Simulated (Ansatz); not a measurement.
## One elementary step

Start structure (GeH5Cl, closed shell), relaxed at PBE0-D4/def2-TZVP:

Ge1  (-0.744, 0.678, 0.196)
H2  (-0.040, -0.460, 0.961)
H3  (-1.410, 0.094, -1.054)
H4  (-1.797, 1.299, 1.120)
H5  (0.301, 1.726, -0.201)
H6  (1.432, -1.470, -0.062)
Cl7  (2.258, -1.867, -0.960)
(Å)

The step: GeH₄ + HCl → GeH₃Cl ([Cl][GeH3]) + H₂; bonds formed: Ge1–Cl7, H2–H6; bonds broken: Ge1–H2, H6–Cl7. Computed with Ansatz 0.2.0 (basis: def2-TZVPP and def2-QZVPP); correlated methods freeze the cores. Filled d shells of the heavier atoms are correlated. The def2 sets are not built for correlating such inner shells, so the correlated values are less sure here. Extrapolation: Hartree–Fock as exp(−7.88 √X), correlation as X^−2.97. Energies below are by CCSD(T) at an estimated basis limit (MP2 extrapolated from triple and quadruple zeta, plus CCSD(T) − MP2 in triple zeta).

**Question.** What are the electronic barrier and the energy of the step, from the start structure to the end structure? (An estimate is asked for; the value comes from the calculation.)

**Answer.** The calculation gives: Barrier 182.5 kJ/mol; step energy -46.7 kJ/mol (downhill); reverse barrier, their difference, 229.2 kJ/mol. Barrier and step energy count from the start structure, the reverse barrier from the end structure.

The saddle point: One imaginary mode of 961i cm⁻¹.
```
   pair  start (Å)  saddle (Å)  end (Å)
Ge1–Cl7       4.10        2.61     2.16
  H2–H6       2.06        0.89     0.75
 Ge1–H2       1.54        1.83     4.20
 H6–Cl7       1.28        1.76     3.08
```

Zero-point energy (harmonic, PBE0-D4): ZPE is 98.6 kJ/mol at the start and 98.4 kJ/mol at the saddle, so the barrier goes from 182.5 to 182.3 kJ/mol.

The T1 diagnostic stays at or below 0.012.

Labels in which every atom is bracketed show which atoms are joined, not bond orders.

For scale, one of the runs: CCSD(T)/def2-TZVPP, 160 basis functions, launched by `ansatz run in.yaml --threads 2 --pin off --events-out ev --progress --plain --max-ram 4352MiB`. Time: 22 s of wall clock on 2 CPU threads of an Arm Neoverse V2; the host was shared. Peak host memory: 1.1 GiB.
